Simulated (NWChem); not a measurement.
Species: C₂H₄F₂OSi; SMILES O=C(C)[SiH](F)F

```xyz
10

C     -1.3258     1.6365     0.0000
C      0.0913     1.1429     0.0000
O      1.0545     1.8779     0.0000
Si     0.4571    -0.7426     0.0000
F     -0.2375    -1.4161    -1.2957
F     -0.2375    -1.4161     1.2957
H     -1.3486     2.7350     0.0000
H     -1.8543     1.2421     0.8838
H     -1.8543     1.2421    -0.8838
H      1.9048    -1.0330     0.0000
```
Atoms are numbered in this order, from 1.

Results from NWChem. Coordinates come from a PBE0/def2-SVP optimisation. Level PBE/def2-SVP: energy and gradient on several grids; changes count from the extra-fine grid, which is no exact limit either.

Problem. Which is the coarsest grid (xfine; fine; coarse; medium; xcoarse) from which on the energy stays within 50 μHa and each gradient component within 100 μHa/bohr of xfine?

Solution. medium.
```tsv
grid	size of the energy change (μHa)	largest change of a gradient component (μHa/bohr)
xcoarse	10000	4000
coarse	100	300
medium	< 10	50
fine	< 10	< 30
xfine	< 10	< 30
```
